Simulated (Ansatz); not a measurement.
One change: `CC([SiH3])CO` becomes `CC(C)CO`.

Ansatz, PBE0-D4/def2-TZVP geometries, multiplicity 1. Each molecule was computed in one conformer, which needn't be the lowest.

```
                                      property  `CC([SiH3])CO`
           LUMO energy (B3LYP/def2-TZVPP) / eV            0.40
size of the dipole moment (PBE/def2-TZVPP) / D            1.22
             HOMO energy (PBE/def2-TZVPP) / eV           -6.26
            HOMO energy (PBE0/def2-TZVPP) / eV           -7.92
            LUMO energy (PBE0/def2-TZVPP) / eV            0.68
          HOMO–LUMO gap (PBE0/def2-TZVPP) / eV            8.60
```

**Question.** What does the change do to each property? (An estimate is asked.)

**Answer.** Ansatz gave: 
```json
{"property": "LUMO energy (B3LYP/def2-TZVPP) / eV", "`CC(C)CO`": "0.64", "shift": "0.24"}
{"property": "size of the dipole moment (PBE/def2-TZVPP) / D", "`CC(C)CO`": "1.52", "shift": "0.30"}
{"property": "HOMO energy (PBE/def2-TZVPP) / eV", "`CC(C)CO`": "-6.10", "shift": "0.16"}
{"property": "HOMO energy (PBE0/def2-TZVPP) / eV", "`CC(C)CO`": "-7.72", "shift": "0.20"}
{"property": "LUMO energy (PBE0/def2-TZVPP) / eV", "`CC(C)CO`": "0.99", "shift": "0.31"}
{"property": "HOMO–LUMO gap (PBE0/def2-TZVPP) / eV", "`CC(C)CO`": "8.71", "shift": "0.11"}
```

With PBE0 the HOMO rises by 0.20 eV and the LUMO rises by 0.31 eV, so the gap widens by about 0.11 eV. PBE moves the HOMO by 0.16 eV and ωB97M-V by 0.22 eV. Dipoles are sizes alone; their direction can turn.

B3LYP here is the variant with VWN-RPA as its local correlation; programs differ in this.
